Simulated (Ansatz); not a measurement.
Geometry optimisation, RKS PBE0/def2-SVP in Ansatz 0.2.0.

The input (input.yaml):

```yaml
crystal:
  periodic: [false, false, false]
  atoms:
    - { symbol: Hf, position_ang: [0.0, 0.0, 0.0] }
    - { symbol: F, position_ang: [0.0, 0.0, 1.98] }
    - { symbol: Cl, position_ang: [2.3764, 0.0, -0.8392] }
    - { symbol: Cl, position_ang: [-1.1869, 2.0563, -0.8392] }
    - { symbol: Cl, position_ang: [-1.1869, -2.0563, -0.8392] }
basis:
  gaussian: { orbitals: def2-SVP }
hamiltonian:
  xc: pbe0
relax:
  f_tol: 0.02
  max_steps: 40
```

Command:

```bash
$ ansatz run input.yaml --threads 2 --pin off --max-ram 3072MiB --backend cpu --events-out ev --progress --plain --runs-dir out
```

Problem. Where does it end, and by what steps?

Solution. The run converged. After 3 steps the energy has fallen by 0.888 eV; Cl3 moved furthest, 0.18 Å.

```tsv
step	energy less start (eV)	largest force component (eV/Å)	accepted
0	0.0000	2.568	yes
1	-0.8674	0.677	yes
2	-0.8877	0.065	yes
3	-0.8878	0.001	yes
```

```xyz
5
Properties=species:S:1:pos:R:3
Hf 0.000 0.000 -0.034
F 0.000 0.000 1.856
Cl 2.209 0.000 -0.786
Cl -1.104 1.913 -0.786
Cl -1.104 -1.913 -0.786
```

Whether the end is a true minimum wasn't checked by a vibrational analysis.

The run took 5.6 s on 2 threads of AMD EPYC 9R45 96-Core Processor (Zen 5), on a shared host, peak memory 0.25 GiB.
